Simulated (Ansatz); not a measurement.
Total energies of CH3ClF2Ge (`[CH3][Ge]([F])([F])[Cl]`).

Z-matrix (Å, degrees):
```
C
Ge 1 1.916
H 1 1.089 2 109.3
H 1 1.090 2 108.9 3 120.0
H 1 1.089 2 109.3 3 -120.0
F 2 1.719 1 111.5 3 -178.7
F 2 1.719 1 111.5 3 -62.5
Cl 2 2.120 1 115.1 3 59.4
```

Total charge 0; spin multiplicity 1. Correlated methods include outer-core shells of Ge, which these sets cover unevenly. Scalar relativity is left out up to krypton. The geometry is a stationary point of PBE0-D4/def2-TZVP. Basis def2-TZVPP, Ansatz 0.2.0.

RPA on PBE orbitals: Hartree–Fock energy of these orbitals -2773.54922 Eh, correlation -1.71257 Eh (frozen core).

```csv
functional,energy without D4 (Eh),D4 term (kJ/mol)
PBE,-2776.31601,-17.2
BHLYP,-2776.94892,-22.7
```

Q: Give the same for LDA (SPW92), revPBE, BLYP, r2SCAN, B97M-V, PBE0, B3LYP, r2SCANh, r2SCAN0, HSE06 (plane-wave form), CAM-B3LYP, LC-ωPBE, ωB97X-V, ωB97M-V, B2PLYP, PBE-QIDH. (An estimate is asked.)

A: Computed: 
| functional | energy without D4 (Eh) | D4 term (kJ/mol) |
| --- | --- | --- |
| LDA (SPW92) | -2770.77590 | – |
| revPBE | -2776.73340 | -47.9 |
| BLYP | -2777.07848 | -37.4 |
| r2SCAN | -2776.92412 | -4.1 |
| B97M-V | -2776.48932 | – |
| PBE0 | -2776.41325 | -14.6 |
| B3LYP | -2777.12610 | -28.0 |
| r2SCANh | -2776.90209 | -4.4 |
| r2SCAN0 | -2776.87082 | -4.9 |
| HSE06 (plane-wave form) | -2776.39593 | -13.7 |
| CAM-B3LYP | -2777.13517 | -15.0 |
| LC-ωPBE | -2776.53771 | – |
| ωB97X-V | -2776.73039 | – |
| ωB97M-V | -2776.85981 | – |
| B2PLYP | -2776.42973 | – |
| PBE-QIDH | -2775.98078 | – |

B3LYP takes the VWN-RPA correlation (the form of Gaussian; ORCA's B3LYP/G). HSE06 is the plane-wave form, built on full-range PBE exchange. The double hybrids freeze the cores in their second-order part.

LC-ωPBE has ω = 0.4 bohr⁻¹.
